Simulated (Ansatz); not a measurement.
```xyz
11

C    -1.241   -0.827   -0.360
O    -0.150    0.036   -0.052
B    -0.139    1.443   -0.191
S     1.408    2.139    0.289
Al    1.681   -0.110    0.610
H    -1.522   -1.372    0.541
H    -0.928   -1.526   -1.136
H    -2.080   -0.228   -0.712
H    -1.124    1.979   -0.597
H     1.589   -0.638    2.103
H     2.505   -0.896   -0.494
```

Charge 0, multiplicity 1. The bonds changed during the relaxation, so this is another structure than the one it started from.

Task: List the PBE0/def2-TZVPP orbital energies in eV (the Gaussian-basis code of Ansatz). (Best estimate.)

Result: Computed: Occupied: -2421.69, -1527.67, -525.01, -280.63, -217.09, -186.24, -160.87, -160.82, -160.81, -113.49, -73.57, -73.47, -73.39, -30.71, -21.45, -19.60, -16.13, -15.19, -14.29, -12.51, -11.46, -10.91, -10.50, -9.58, -8.22, -8.07, -7.48. Lowest empty: -0.69, -0.26, 0.94, 1.09, 1.74, 2.03, 2.16, 2.37.
